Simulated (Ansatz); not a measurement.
CH₅ClNOV, SMILES `[CH3][V](=[NH])([OH])[Cl]`. Total charge 0; spin multiplicity 1.

Cartesian coordinates in Å:
```
C -0.287 -1.213 0.563
V 0.271 0.597 -0.093
N 0.937 0.265 -1.509
O -1.216 1.505 -0.390
Cl 1.657 1.429 1.350
H -0.951 -1.698 -0.153
H 0.617 -1.811 0.699
H -0.792 -1.065 1.522
H 1.423 0.151 -2.388
H -1.660 1.840 0.399
```

Q: What are the harmonic wavenumbers in cm⁻¹ at PBE0-D4/def2-TZVP (Ansatz, finite differences of forces, unscaled)? (An estimate is asked.)

A: The calculation gave: 137, 161, 163, 194, 224, 257, 339, 387, 452, 489, 553, 594, 646, 698, 782, 1104, 1165, 1410, 1419, 3037, 3138, 3166, 3621, 3826.

Q: Is this a minimum?

A: Yes, all 24 modes are real.

Q: Give the ideal-gas thermochemistry at 298.15 K and 1 bar (rigid rotor, harmonic oscillator; point group C1, symmetry number 1).

A: Zero-point energy 167.2 kJ/mol; H(298) − E = 191.4 kJ/mol; entropy 366.3 J/(mol·K), of which translation 169.9, rotation 114.9, vibration 81.5; G(298) − E = 82.2 kJ/mol.

Q: And at 400, 500, 600, 800 and 1000 K?

A: 
| T (K) | H − E (kJ/mol) | S (J/mol/K) | G − E (kJ/mol) |
| --- | --- | --- | --- |
| 400 | 205.1 | 405.8 | 42.8 |
| 500 | 220.1 | 439.1 | 0.5 |
| 600 | 236.0 | 468.2 | -44.9 |
| 800 | 270.2 | 517.3 | -143.6 |
| 1000 | 306.7 | 557.9 | -251.2 |

Q: Rotational constants (cm⁻¹)?

A: 0.1197, 0.0701, 0.06625.
